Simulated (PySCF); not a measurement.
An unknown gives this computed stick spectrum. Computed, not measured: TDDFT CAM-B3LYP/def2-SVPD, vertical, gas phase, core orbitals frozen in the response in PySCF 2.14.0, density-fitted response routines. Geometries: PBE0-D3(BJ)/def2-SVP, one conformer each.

```json
{"state": "S1", "E (eV)": "4.60", "λ (nm)": "269.4", "f": "0.622"}
{"state": "S2", "E (eV)": "4.81", "λ (nm)": "257.8", "f": "0.0002"}
{"state": "S3", "E (eV)": "5.73", "λ (nm)": "216.6", "f": "0.0007"}
{"state": "S4", "E (eV)": "6.19", "λ (nm)": "200.2", "f": "0.0000"}
{"state": "S5", "E (eV)": "6.32", "λ (nm)": "196.3", "f": "0.0002"}
{"state": "S6", "E (eV)": "6.48", "λ (nm)": "191.3", "f": "0.059"}
```

Task: Which structure fits? All have the formula C8H8.
A. `C=CC#CC=C1CC1`
B. `C1=CC2C=CC1C=C2`
C. `C#CC1(C#C)CCC1`

Result: A. Its S1, at 4.60 eV, is the lowest among the candidates; the nearest of the others has S1 at 5.09 eV. S1 is HOMO→LUMO (92%). Löwdin shares by element: HOMO carbon 68% or more (atoms not listed hold the other 32%); LUMO carbon 58% or more (atoms not listed hold the other 42%). At the same level the other candidates give, for their lowest levels:
- `C1=CC2C=CC1C=C2`: 5.09 eV (f 0.000 summed over 2 states); 6.10 eV (f 0.000); 6.26 eV (f 0.000); 6.36 eV (f 0.000 summed over 2 states); 6.94 eV (f 0.049 summed over 2 states); T1 3.57 eV; HOMO -7.40, LUMO 0.91 eV
- `C#CC1(C#C)CCC1`: 6.32 eV (f 0.001); 6.41 eV (f 0.000); 6.62 eV (f 0.005); 6.67 eV (f 0.001); 6.68 eV (f 0.017); HOMO -8.86, LUMO 1.30 eV
Triplets come from the Tamm–Dancoff approximation.
